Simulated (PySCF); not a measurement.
# Computed records: CH$_{4}$BClGe

Computed with PySCF 2.14.0. Calculation on a computer-drawn molecule: optimised geometry and harmonic frequencies of an isolated molecule of the commonest isotopes, restricted reference for singlets and unrestricted otherwise, frozen core in MP2; on germanium a core potential holds 10 electrons, which the energies leave out, and 3d is frozen in MP2 and coupled-cluster steps.

## CH$_{4}$BClGe

Start structure:
```xyz
8
CH4BClGe
C      0.8748    -2.1740     0.1511
Ge     0.2287    -0.5570     0.6361
B      0.8278     1.1967    -0.1936
Cl     1.9749     1.0166    -1.4129
H      0.4418    -3.0556     0.6627
H      1.5326    -2.2909    -0.5741
H     -0.7681    -0.5066     1.7622
H      0.3558     2.2299     0.0947
```

Settings of this run: charge 0, multiplicity 1, method HF, basis cc-pV(D+d)Z and basis and core potential on germanium cc-pVDZ-PP ECP10MDF.

The calculation gives: rotational constants 8.989, 1.68, 1.416 GHz; total energy -817.7296 hartree; convergence status largest gradient component 1.951e-05 hartree/bohr.

Drawn bonds:
| atom | other atom | order |
| --- | --- | --- |
| 1 | 2 | 2 |
| 2 | 3 | 1 |
| 3 | 4 | 1 |
| 1 | 5 | 1 |
| 1 | 6 | 1 |
| 2 | 7 | 1 |
| 3 | 8 | 1 |

Optimised structure:
```xyz
8
CH4BClGe
C      0.8163    -2.1739     0.1957
Ge     0.1928    -0.5899     0.6820
B      0.8233     1.1542    -0.2117
Cl     2.0174     1.1038    -1.5016
H      0.4938    -3.0995     0.6569
H      1.5534    -2.2638    -0.5933
H     -0.8431    -0.5014     1.7953
H      0.4145     2.2295     0.1028
```

Modes:
| frequency (cm⁻¹) | reduced mass (dalton) |
| --- | --- |
| 93.67 | 2.636 |
| 111.2 | 4.252 |
| 245.1 | 7.859 |
| 308.2 | 1.127 |
| 557.5 | 3.761 |
| 671.8 | 1.179 |
| 692.4 | 1.184 |
| 793.2 | 1.217 |
| 867.9 | 1.935 |
| 874.6 | 2.866 |
| 880.6 | 1.232 |
| 902.2 | 2.086 |
| 1126 | 1.355 |
| 1504 | 1.177 |
| 2257 | 1.02 |
| 2768 | 1.093 |
| 3307 | 1.055 |
| 3412 | 1.116 |
